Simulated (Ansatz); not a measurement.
Cost and result for the atomization energy of CH$_{6}$AlNOSSi (12 atoms, 12 bonds).

Cartesian coordinates in Å:
```
N -0.080 -0.495 -1.106
C -0.676 -1.324 -0.064
S -0.796 -2.928 -0.262
O -1.054 -0.644 0.971
Si -0.360 0.895 1.462
Al 1.287 0.910 -0.371
H 0.259 -1.114 -1.838
H -0.801 0.102 -1.514
H -1.541 1.805 1.445
H -0.043 0.658 2.895
H 2.627 0.091 -0.136
H 1.177 2.045 -1.483
```

Total charge 0; spin multiplicity 1. The bonds changed during the relaxation, so this is another structure than the one it started from. The structure was optimised at the PBE0-D4/def2-TZVP level. It is one conformer, not always the lowest. Program: Ansatz. All runs use 2 threads of an AMD EPYC 7R13 on a shared host and a share of an NVIDIA H100 80 GB. Times are those of one run each, without the atoms' runs, and a repeat can differ threefold. Electronic energies, without spin–orbit coupling; frozen cores. CCSD(T)/CBS adds CCSD(T) − MP2 in def2-TZVPP to the MP2 limit, and its time is that of the two runs behind it. T1 = 0.016. B3LYP takes the VWN-RPA correlation (the form of Gaussian; ORCA's B3LYP/G).

CCSD(T)/CBS is a level of theory with its own doubt, some kJ/mol a heavy atom from the limit and from the frozen cores, so smaller differences don't rank the functionals.

```json
{"level": "B2PLYP/def2-TZVPP", "functions": "303", "wall time": "5.5 s"}
{"level": "PBE0-D4/def2-TZVPP", "functions": "303", "wall time": "7.5 s"}
{"level": "ωB97M-V/def2-TZVPP (with forces)", "functions": "303", "wall time": "7.5 s"}
{"level": "ωB97X-V/def2-TZVPP", "functions": "303", "wall time": "8.5 s"}
{"level": "CCSD(T)/def2-TZVPP", "functions": "303", "wall time": "8.5 s"}
{"level": "B3LYP-D4/def2-TZVPP (with forces)", "functions": "303", "wall time": "9 s"}
{"level": "r2SCAN-D4/def2-TZVPP (with forces)", "functions": "303", "wall time": "9.5 s"}
{"level": "PBE-D4/def2-TZVPP (with forces)", "functions": "303", "wall time": "13 s"}
{"level": "MP2/def2-QZVPP", "functions": "561", "wall time": "17 s"}
{"level": "CCSD(T)/CBS(def2)", "functions": "–", "wall time": "26 s"}
```

(1) What atomization energy does each give, and how far from CCSD(T)/CBS? (An estimate is asked.)

Answers

(1) Ansatz gave: 
| level | atomization (kJ/mol) | difference from CCSD(T)/CBS | per bond |
| --- | --- | --- | --- |
| B2PLYP/def2-TZVPP | 3988.6 | -62.6 | -5.2 |
| PBE0-D4/def2-TZVPP | 4045.5 | -5.7 | -0.5 |
| ωB97M-V/def2-TZVPP (with forces) | 4071.5 | 20.3 | 1.7 |
| ωB97X-V/def2-TZVPP | 4084.2 | 33.0 | 2.8 |
| CCSD(T)/def2-TZVPP | 3919.7 | -131.5 | -11.0 |
| B3LYP-D4/def2-TZVPP (with forces) | 4048.0 | -3.2 | -0.3 |
| r2SCAN-D4/def2-TZVPP (with forces) | 4069.4 | 18.2 | 1.5 |
| PBE-D4/def2-TZVPP (with forces) | 4142.8 | 91.6 | 7.6 |
| MP2/def2-QZVPP | 4070.1 | 18.9 | 1.6 |
| CCSD(T)/CBS(def2) | 4051.2 | 0.0 | 0.0 |

The D4 term adds +57.6 kJ/mol with B3LYP and +30.4 kJ/mol with PBE0; it sums over pairs of atoms, weighted by their polarisabilities, and B3LYP, whose exchange is more repulsive, gets the larger term. In def2-TZVPP, CCSD(T) changes the Hartree–Fock value by +1155.7 kJ/mol (the triples alone add +83.1 kJ/mol) and MP2 by +1227.8 kJ/mol; breaking electron pairs costs correlation energy, which Hartree–Fock lacks. From PBE to PBE0 (25 % exact exchange), in def2-TZVPP and without D4, the atomization energy moves by −92.2 kJ/mol: exact exchange takes away binding that semilocal exchange gives to molecules.
